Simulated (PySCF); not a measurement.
C₅H₆ClFO (charge +1 and doublet state).
Geometry (GFN2-xTB, Å), atoms numbered from 1 in this order:
```xyz
14
C5H6ClFO angstrom
F     -3.2983    0.2786   -0.4731
C     -2.8691    0.3665    0.7751
C     -1.5904    0.1383    1.0786
C     -0.5784   -0.2309    0.0444
O      0.7189   -0.2531    0.5898
C      1.7660   -0.0597   -0.1683
C      3.0268   -0.1556    0.3601
Cl     4.3946    0.1001   -0.5644
H     -3.6420    0.6527    1.4737
H     -1.2571    0.2035    2.1012
H     -0.8177   -1.2511   -0.3099
H     -0.6444    0.4246   -0.8361
H      1.6233    0.1819   -1.2204
H      3.1672   -0.3962    1.4071
```

The hyperfine couplings belong to this conformer and change with its torsions.

Identity: `F[CH+][CH]CO/C=C/Cl` [radical] (charge +1).

Method used: PySCF 2.14.0, UKS B3LYP, pcH-1 on C Cl F H O, non-relativistic, mean-field spin-orbit, GIAO. Isolated species at its GFN2-xTB geometry (one conformer only). Couplings are sensitive to structure, and on GFN2-xTB geometries they can be far from those on DFT ones, by a factor of two or more for some ions and for spin on atoms past the first row. No stability test was run, so a lower SCF solution isn't excluded.

(1) The isotropic 13C couplings are +25.9, -15.0, -9.8, +5.0, +1.4 MHz. Assign them to C2; C3; C4; C6; C7.

(2) The isotropic 1H couplings, averaged over equivalent nuclei, are +82.3, -26.3, -11.2, -4.3, -2.3 MHz. Assign them to H9; H10; H11/H12; H13; H14.

Results:

(1) 
```tsv
site	a_iso (MHz)	ρ(0) (bohr⁻³)	position	distance from C7 (Å)	spin population	largest |T| (MHz)
C2	+1.4	+0.0012	3 bonds from O5	5.93	+0.04	8.1
C3	+5.0	+0.0044	2 bonds from O5	4.68	+0.06	9.6
C4	-15.0	-0.0134	1 bond from O5	3.62	-0.02	2.9
C6	-9.8	-0.0087	1 bond from O5	1.37	+0.13	23.6
C7	+25.9	+0.0225	largest spin population	0.00	+0.34	64.3
```

(2) 
```json
{"site": "H9", "a_iso (MHz)": "-2.3", "ρ(0) (bohr⁻³)": "-0.0005", "position": "4 bonds from O5", "distance from C7 (Å)": "6.81", "bound to": "C2", "spin population there": "+0.04", "largest |T| (MHz)": "3.2"}
{"site": "H10", "a_iso (MHz)": "-4.3", "ρ(0) (bohr⁻³)": "-0.0010", "position": "3 bonds from O5", "distance from C7 (Å)": "4.64", "bound to": "C3", "spin population there": "+0.06", "largest |T| (MHz)": "2.1"}
{"site": "H11/H12", "a_iso (MHz)": "+82.3", "ρ(0) (bohr⁻³)": "+0.0184", "position": "2 bonds from O5", "distance from C7 (Å)": "3.98", "bound to": "C4", "spin population there": "-0.02", "largest |T| (MHz)": "4.5"}
{"site": "H13", "a_iso (MHz)": "-11.2", "ρ(0) (bohr⁻³)": "-0.0025", "position": "2 bonds from O5, on C6 of spin population +0.13", "distance from C7 (Å)": "2.14", "bound to": "C6", "spin population there": "+0.13", "largest |T| (MHz)": "9.7"}
{"site": "H14", "a_iso (MHz)": "-26.3", "ρ(0) (bohr⁻³)": "-0.0059", "position": "1 bond from C7", "distance from C7 (Å)": "1.08", "bound to": "C7", "spin population there": "+0.34", "largest |T| (MHz)": "17.1"}
```

ρ(0) is the spin density at the nucleus and T the dipolar tensor; a_iso includes a spin–orbit part; entries for several nuclei are means. The Mulliken spin populations are largest on C7 (+0.34), O5 (+0.22), Cl8 (+0.18) and C6 (+0.13). Three atoms exceed +0.15. Main spin sites, with 60 % or more of the largest population: O5, C7; positions count bonds from the nearest.

Nuclei that the bonding pattern makes equivalent are averaged, as if the motion that swaps them (rotation, inversion, ring flip) were fast. The 1H value of +82.3 MHz is a mean of couplings from 43.1 to 121.5 MHz in this one geometry, not an average over conformers.

C3, the radical centre as drawn in `F[CH+][CH]CO/C=C/Cl`, holds a spin population of +0.06 out of 1.
